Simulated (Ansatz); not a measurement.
Cost and result for the atomization energy of C2H8SSi2, SMILES `C=C[SiH2]S[SiH3]` (13 atoms, 12 bonds).

Cartesian coordinates in Å:
```
C -1.906 2.173 -0.794
C -0.940 1.725 0.003
Si 0.034 0.201 -0.393
S -0.311 -1.254 1.143
Si 1.533 -2.306 0.920
H -2.479 3.067 -0.562
H -2.168 1.663 -1.716
H -0.721 2.270 0.920
H 1.497 0.474 -0.438
H -0.403 -0.316 -1.716
H 2.676 -1.494 1.411
H 1.414 -3.546 1.726
H 1.774 -2.655 -0.504
```

Total charge 0; spin multiplicity 1. The structure was optimised at the PBE0-D4/def2-TZVP level. It is one conformer, not always the lowest. Program: Ansatz. All runs use 4 threads of an Intel Xeon on a shared host. Times are those of one run each, without the atoms' runs, and a repeat can differ threefold. Electronic energies, without spin–orbit coupling; frozen cores. CCSD(T)/CBS adds CCSD(T) − MP2 in def2-TZVPP to the MP2 limit, and its time is that of the two runs behind it. T1 = 0.012. B3LYP takes the VWN-RPA correlation (the form of Gaussian; ORCA's B3LYP/G). HSE06 is the plane-wave form, built on full-range PBE exchange.

CCSD(T)/CBS is a level of theory with its own doubt, some kJ/mol a heavy atom from the limit and from the frozen cores, so smaller differences don't rank the functionals.

| level | functions | wall time |
| --- | --- | --- |
| PBE0-D4/def2-TZVPP | 300 | 3.7 s |
| HSE06-D4/def2-TZVPP | 300 | 4 s |
| CAM-B3LYP-D4/def2-TZVPP | 300 | 4.5 s |
| CCSD(T)/def2-SVP | 122 | 4.7 s |
| r2SCAN-D4/def2-TZVPP (with forces) | 300 | 4.9 s |
| B3LYP-D4/def2-TZVPP (with forces) | 300 | 6 s |
| B2PLYP/def2-TZVPP | 300 | 6 s |
| PBE-QIDH/def2-TZVPP | 300 | 7 s |
| B97M-V/def2-TZVPP | 300 | 8.5 s |
| ωB97X-V/def2-TZVPP | 300 | 8.5 s |
| MP2/def2-QZVPP | 564 | 25 s |
| CCSD(T)/def2-TZVPP | 300 | 2.5 min |
| CCSD(T)/CBS(def2) | – | 2.9 min |

Question: What atomization energy does each give, and how far from CCSD(T)/CBS? (Best estimate.)

Answer: Ansatz gave: 
| level | atomization (kcal/mol) | difference from CCSD(T)/CBS | per bond |
| --- | --- | --- | --- |
| PBE0-D4/def2-TZVPP | 1079.9 | -3.4 | -0.3 |
| HSE06-D4/def2-TZVPP | 1080.5 | -2.8 | -0.2 |
| CAM-B3LYP-D4/def2-TZVPP | 1082.6 | -0.7 | -0.1 |
| CCSD(T)/def2-SVP | 1016.1 | -67.2 | -5.6 |
| r2SCAN-D4/def2-TZVPP (with forces) | 1084.4 | 1.1 | 0.1 |
| B3LYP-D4/def2-TZVPP (with forces) | 1081.2 | -2.1 | -0.2 |
| B2PLYP/def2-TZVPP | 1067.5 | -15.8 | -1.3 |
| PBE-QIDH/def2-TZVPP | 1074.8 | -8.5 | -0.7 |
| B97M-V/def2-TZVPP | 1089.1 | 5.8 | 0.5 |
| ωB97X-V/def2-TZVPP | 1088.3 | 5.0 | 0.4 |
| MP2/def2-QZVPP | 1077.7 | -5.6 | -0.5 |
| CCSD(T)/def2-TZVPP | 1055.0 | -28.3 | -2.4 |
| CCSD(T)/CBS(def2) | 1083.3 | 0.0 | 0.0 |

At CCSD(T), def2-SVP lies −67.3 kcal/mol from the extrapolated value and def2-TZVPP −28.4 kcal/mol: correlation converges slowly with the basis, and small sets miss more of it in the bonded molecule than in its fragments. The D4 term adds +12.9 kcal/mol with B3LYP and +6.8 kcal/mol with PBE0; it sums over pairs of atoms, weighted by their polarisabilities, and B3LYP, whose exchange is more repulsive, gets the larger term. From PBE to PBE0 (25 % exact exchange), in def2-TZVPP and without D4, the atomization energy moves by −7.2 kcal/mol: exact exchange takes away binding that semilocal exchange gives to molecules.
